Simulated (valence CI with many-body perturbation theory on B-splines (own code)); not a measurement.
Results of a calculation; reference values are marked as such.
## Ladder of approximations for Ag16+

Method: configuration interaction combined with many-body perturbation theory (CI+MBPT): three valence electrons over a frozen Dirac-Fock core [Ar] 3d10, radial functions for each j: 11 s, 11 p, 9 d, 7 f, 5 g, 2 h, 1 i, with the one-electron correlation potential Σ1 (screened to all orders), the two-electron term Σ2, the three-electron term Σ3, Breit, model QED; selected single and double excitations, second order for the rest (own B-spline code, finite nucleus).

No measured spectrum was set against this ion. As an estimate, levels hold to about 250 cm⁻¹ or 0.2 % of their energy and the worst to 1 %, as in measured heavy ions of charge 2 to 7; those with d or f electrons hold less well.

Each rung adds one term. CI alone is the Dirac-Coulomb CI over the frozen core; QED comes last and gives the full result, which names the levels. Energies are above 4s²4p ²P°_1/2 on the same rung, in cm⁻¹. A blank means that the level has no clear partner on that rung.

Names give the largest LS component (configuration and term), which can be under half, so a name can repeat, a term be missing and a line seem to break the LS rules; names also repeat where a configuration has a term twice. Letters in brackets count levels of one name in rising energy.

| Level | CI alone | + Σ1 | + Σ2 | + Σ3 | + Breit | Full |
| --- | --- | --- | --- | --- | --- | --- |
| 4s²4p ²P°_3/2 | 60266 | 60914 | 61122 | 61127 | 60213 | 60327 |
| 4s4p² ⁴P_1/2 | 275688 | 276164 | 278898 | 278956 | 279562 | 278327 |
| 4s4p² ⁴P_3/2 | 308918 | 309842 | 313175 | 313247 | 313192 | 312043 |
| 4s4p² ⁴P_5/2 | 331245 | 332306 | 335168 | 335231 | 334947 | 333825 |
| 4s4p² ²D_3/2 | 379854 | 380942 | 381460 | 381484 | 381240 | 380149 |
| 4s4p² ²D_5/2 | 400780 | 402249 | 403873 | 403916 | 403058 | 402041 |
| 4s4p² ²P_1/2 | 419770 | 420774 | 416325 | 416278 | 416382 | 415199 |
| 4s4p² ²S_1/2 | 478555 | 480187 | 476965 | 476910 | 476102 | 475043 |
| 4s4p² ²P_3/2 | 489064 | 490702 | 484849 | 484815 | 483996 | 482934 |
| 4s²4d ²D_3/2 | 605338 | 606604 | 602175 | 602168 | 600572 | 600498 |
| 4s²4d ²D_5/2 | 615507 | 616926 | 612619 | 612614 | 610648 | 610614 |
| 4p³ ⁴S°_3/2 [a] | 693113 | 694527 | 692846 | 692888 | 693521 | 691162 |
| 4p³ ⁴S°_3/2 [b] | 730990 | 732950 | 731931 | 732001 | 731825 | 729577 |
| 4p³ ²D°_5/2 | 733376 | 735316 | 736299 | 736377 | 736042 | 733878 |
| 4p³ ²P°_1/2 | 781763 | 783816 | 781596 | 781589 | 781384 | 779152 |
| 4p³ ²P°_3/2 | 814978 |  | 817750 | 817804 | 816830 | 814917 |
| 4s4p4d ⁴F°_3/2 | 819740 |  | 823039 | 823143 | 822257 | 820813 |
| 4s4p4d ⁴F°_5/2 | 829397 | 830955 | 833831 | 833961 | 832919 | 831664 |
| 4s4p4d ⁴F°_7/2 | 849115 | 850893 | 853680 | 853810 | 852364 | 851155 |
| 4s4p4d ⁴P°_5/2 | 869298 | 870953 | 870087 | 870157 | 869023 | 867761 |
| 4s4p4d ⁴D°_3/2 | 875922 | 877582 | 876223 | 876287 | 875224 | 873970 |
| 4s4p4d ⁴D°_1/2 | 879523 | 881165 | 879358 | 879417 | 878442 | 877191 |
| 4s4p4d ⁴F°_9/2 | 882128 | 884339 | 887823 | 887964 | 885831 | 884704 |
| 4s4p4d ²F°_5/2 [a] | 908140 | 910004 | 908708 | 908732 | 907461 | 906190 |
| 4s4p4d ²D°_3/2 [a] | 911420 | 913425 | 911694 | 911737 | 910361 | 909077 |
| 4s4p4d ⁴P°_1/2 | 914542 | 916661 | 916496 | 916565 | 914904 | 913746 |
| 4s4p4d ⁴D°_7/2 | 918152 | 920305 | 919051 | 919124 | 917225 | 916073 |
| 4s4p4d ⁴P°_3/2 | 918451 | 920588 | 919853 | 919917 | 918178 | 917009 |
| 4s4p4d ⁴D°_5/2 | 919232 | 921312 | 920250 | 920303 | 918622 | 917452 |
| 4s4p4d ²D°_5/2 [a] | 936309 | 938519 | 937504 | 937550 | 935671 | 934497 |
| 4s4p4d ²F°_7/2 [a] | 970035 | 972368 | 971604 | 971606 | 969608 | 968473 |

(1) How does the ionisation energy move along the ladder, and which term matters most?

Answers

(1) CI alone 408.48, + Σ1 409.80, + Σ2 409.60, + Σ3 409.57, + Breit 409.28, + QED 409.30 eV. The largest step is Σ1, 1.32 eV. NIST lists 408.43 ± 0.16 eV (semi-empirical).
